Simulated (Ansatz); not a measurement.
Geometry optimisation, DFT PBE, scalar-relativistic, plane waves, PAW (Ansatz 0.2.0).

Input file:

```yaml
crystal:
  lattice:
    - [0.0, 5.43, 5.43]
    - [5.43, 0.0, 5.43]
    - [5.43, 5.43, 0.0]
  atoms:
    - { symbol: Si, position: [0.0, 0.0, 0.0] }
    - { symbol: Si, position: [0.125, 0.125, 0.125] }
    - { symbol: Si, position: [0.0, 0.0, 0.5] }
    - { symbol: Si, position: [0.125, 0.125, 0.625] }
    - { symbol: Si, position: [0.0, 0.5, 0.0] }
    - { symbol: Si, position: [0.125, 0.625, 0.125] }
    - { symbol: Si, position: [0.0, 0.5, 0.5] }
    - { symbol: Si, position: [0.125, 0.625, 0.625] }
    - { symbol: Si, position: [0.5, 0.0, 0.0] }
    - { symbol: Si, position: [0.625, 0.125, 0.125] }
    - { symbol: Si, position: [0.5, 0.0, 0.5] }
    - { symbol: Si, position: [0.625, 0.125, 0.625] }
    - { symbol: Si, position: [0.5, 0.5, 0.0] }
    - { symbol: Si, position: [0.625, 0.625, 0.125] }
    - { symbol: Si, position: [0.5, 0.5, 0.5] }
    - { symbol: Si, position: [0.625, 0.625, 0.625] }
    - { symbol: Cu, position: [0.25626446, 0.23773969, 0.26008725] }
total_charge: 1
basis:
  ecutwfc: 420.0
kpoints:
  mp_grid: { grid: [2, 2, 2] }
hamiltonian:
  xc: pbe
  pseudopotentials: { kind: paw, azcp: { folder: soft_1 } }
scf:
  occupations: { method: gaussian, width: 0.02 }
  lower_state_search: "off"
relax:
  f_tol: 0.03
  max_steps: 60
  adjacent_minimum: "off"
output:
  write_density: true
  write_potential: true
  elf: true
  volumetric_format: npy
```

Run as:

```bash
$ ansatz run input.yaml --threads 1 --pin off --max-ram 3072MiB --backend cpu --events-out ev --progress --plain --runs-dir out
```

Where does it end, and by what steps?

The run converged. Limits of this set-up: coarse k mesh, charged cell in a uniform background, uncorrected. After 11 steps the energy has fallen by 0.158 eV; Si4 moved furthest, 0.24 Å.

```
step  energy less start (eV)  largest force component (eV/Å)  accepted
   0                  0.0000                           0.741       yes
   1                 -0.1087                           0.247       yes
   2                 -0.1241                           0.090       yes
   3                 -0.1343                           0.146       yes
   4                 -0.1425                           0.139       yes
   5                 -0.1425                           0.207        no
   6                 -0.1425                           0.139       yes
   7                 -0.1425                           0.207        no
   8                 -0.1516                           0.058       yes
   9                 -0.1552                           0.068       yes
  10                 -0.1501                           0.147        no
  11                 -0.1577                           0.017       yes
```

```xyz
17
Lattice="0.0000 5.4300 5.4300 5.4300 0.0000 5.4300 5.4300 5.4300 0.0000" Properties=species:S:1:pos:R:3
Si 0.109 0.134 -0.130
Si 1.354 1.351 1.409
Si 2.759 2.755 0.000
Si 4.207 4.212 1.221
Si 2.668 -0.067 2.755
Si 4.002 1.366 4.066
Si 5.422 2.760 2.672
Si 6.731 4.038 4.129
Si -0.059 2.670 2.763
Si 1.350 4.025 4.083
Si 2.758 5.433 2.678
Si 4.049 6.727 4.135
Si 2.668 2.679 5.499
Si 4.033 4.026 6.837
Si 5.386 5.376 5.486
Si 6.731 6.734 6.823
Cu 2.836 2.884 2.556
```

Time of the run: 93 s on 1 thread of Arm Neoverse V1, on a shared host, peak memory 0.56 GiB.
